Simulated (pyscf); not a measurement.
Single points on ωB97X-D3(BJ)/def2-SVP structures (PySCF, gas phase). MP2 and CC: frozen core, UHF for open shells. ΔMP2 is the change of the MP2 total energy from the triple- to the quadruple-zeta basis.

Estimate by transition-state theory (the high-pressure limit) the rate constant of cyclic C₃H₂F₂ (SMILES FC1(F)C=C1) -> :C=CH–CH(F)–F [singlet] (singlet surface; C–C, C–H broken, C–H formed) at 900 K, with CCSD(T)/def2-TZVPP + ΔMP2(QZVPP) energies (ideal gas, 1 atm, RRHO with modes under 100 cm⁻¹ raised to 100, one conformer, R ln 2 for chiral ones without a mode under 150 cm⁻¹; no tunnelling).

The electronic barrier is 52.5 kcal/mol and the thermal terms add -2.8, so ΔG‡ = 49.7 kcal/mol. With k_BT/h = 1.88e+13 s⁻¹ and RT = 1.788 kcal/mol, k = 1.6e+01 s⁻¹; so small a molecule is far into fall-off at 1 atm, where the true rate is lower. Wigner's tunnelling factor for 564i cm⁻¹ would be 1.03. A shift of 1 kcal/mol in the barrier changes k by a factor 1.7. cyclic C₃H₂F₂ (SMILES FC1(F)C=C1) lies 6.9 kcal/mol over its isomer HC≡C–CH(F)–F (electronic energy, ωB97M-D3(BJ)/def2-TZVP). :C=CH–CH(F)–F [singlet] lies 42.1 kcal/mol over its isomer HC≡C–CH(F)–F (electronic energy, ωB97M-D3(BJ)/def2-TZVP). This is the saddle that the search found; another between the same sides may lie lower. The CCSD(T) − MP2 part came from Ansatz, without density fitting, on the same reference.
